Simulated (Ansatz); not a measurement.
Consider the formal exchange of groups at the Si–Si bond: `[SiH3][SiH2][SiH]1[CH2][AlH]1` + CH₄ → `C[SiH2][SiH]1[CH2][AlH]1` + SiH₄.

Isolated molecules relaxed with PBE0-D4/def2-TZVP in Ansatz; ΔE leaves out vibrations. CCSD(T)/CBS adds triple-zeta CCSD(T) − MP2 to the extrapolated MP2 energy (def2 sets, frozen cores). This one scheme is used for every species. One conformer a species, not always the lowest.

`[SiH3][SiH2][SiH]1[CH2][AlH]1`:

Z-matrix (Å, degrees):
```
Si
Si 1 2.338
H 1 1.488 2 110.0
H 1 1.489 2 111.4 3 120.3
H 1 1.488 2 109.8 3 -119.4
Si 2 2.324 1 110.4 3 59.2
H 2 1.493 1 109.7 3 -66.0
H 2 1.494 1 108.7 3 177.0
Al 6 2.327 2 116.2 1 103.1
C 6 1.934 2 113.5 1 162.5
H 6 1.491 2 112.5 1 -62.0
H 9 1.580 6 164.6 2 -75.9
H 10 1.089 6 118.6 2 18.8
H 10 1.097 6 111.7 2 146.9
```

CH₄:

```xyz
5

C     0.000    0.000    0.000
H    -0.826   -0.187    0.685
H     0.796    0.528    0.525
H    -0.350    0.608   -0.834
H     0.381   -0.949   -0.377
```

`C[SiH2][SiH]1[CH2][AlH]1`:

Z-matrix (Å, degrees):
```
C
Si 1 1.879
H 1 1.092 2 110.7
H 1 1.092 2 110.6 3 -119.7
H 1 1.093 2 110.8 3 120.2
Si 2 2.326 1 113.8 3 56.7
H 2 1.495 1 109.4 3 -61.9
H 2 1.491 1 110.0 3 -179.3
Al 6 2.326 2 116.7 1 -133.3
C 6 1.941 2 111.6 1 -74.5
H 6 1.492 2 113.8 1 59.1
H 9 1.581 6 164.7 2 -79.8
H 10 1.090 6 118.3 2 16.4
H 10 1.096 6 112.3 2 144.8
```

SiH₄:

Z-matrix (Å, degrees):
```
Si
H 1 1.485
H 1 1.485 2 109.5
H 1 1.485 2 109.5 3 -120.0
H 1 1.485 2 109.5 3 120.0
```

```json
{"species": "`[SiH3][SiH2][SiH]1[CH2][AlH]1`", "SCS-MP2/def2-QZVPP energy (Eh)": "-1152.54285"}
{"species": "CH₄", "SCS-MP2/def2-QZVPP energy (Eh)": "-40.43589"}
{"species": "`C[SiH2][SiH]1[CH2][AlH]1`", "SCS-MP2/def2-QZVPP energy (Eh)": "-901.53602"}
{"species": "SiH₄", "SCS-MP2/def2-QZVPP energy (Eh)": "-291.43864"}
```

Question: Work out ΔE.

Answer: ΔE = (-901.53602) + (-291.43864) − (-1152.54285) − (-40.43589) = 0.00408 Eh = +2.6 kcal/mol. CCSD(T)/CBS gives +4.2 kcal/mol.

Largest T1 diagnostic among the species: 0.014.

In def2-TZVPP, CCSD(T) changes the Hartree–Fock value by +2.3 kcal/mol (the triples alone add +0.4 kcal/mol) and MP2 by +1.4 kcal/mol.
